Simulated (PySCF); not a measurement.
## Kr²⁺: ionisation energy

Kr²⁺ [Ar] 3d10 4s2 4p4 (3P) → Kr³⁺ [Ar] 3d10 4s2 4p3 (4S), as a difference of total energies. All numbers are calculated (PySCF 2.14, scalar relativity by spin-free X2C-1e, in x2c-QZVPPall (11s8p5d4f1g, 97 functions)). Correlated levels: valence: [Ar] 3d10 frozen; valence and next inner shell: [Ne] frozen. The calculations carry no spin-orbit coupling.

```csv
method,ionisation energy (eV)
UHF,34.333
LDA,35.843
PBE,35.524
PBE0,35.542
r2SCAN,35.623
CAM-B3LYP,35.742
M06,35.416
revPBE,35.443
B2PLYP,35.487
ROHF,34.209
MP2 (valence),35.173
SCS-MP2 (valence),35.271
MP2 (valence and next inner shell),35.316
SCS-MP2 (valence and next inner shell),35.368
```

Question: How much does correlation contribute at MP2 (valence and next inner shell)?

Answer: 35.316 − (34.333) = 0.983 eV, measured against UHF.

A first-order spin-orbit estimate (lowest level to lowest level, LS coupling) adds 0.239 eV.

Errors of the correlated levels include the incompleteness of this basis and the frozen core.

For comparison: 35.838 ± 0.02 eV (measured; NIST Atomic Spectra Database, ionization energies).
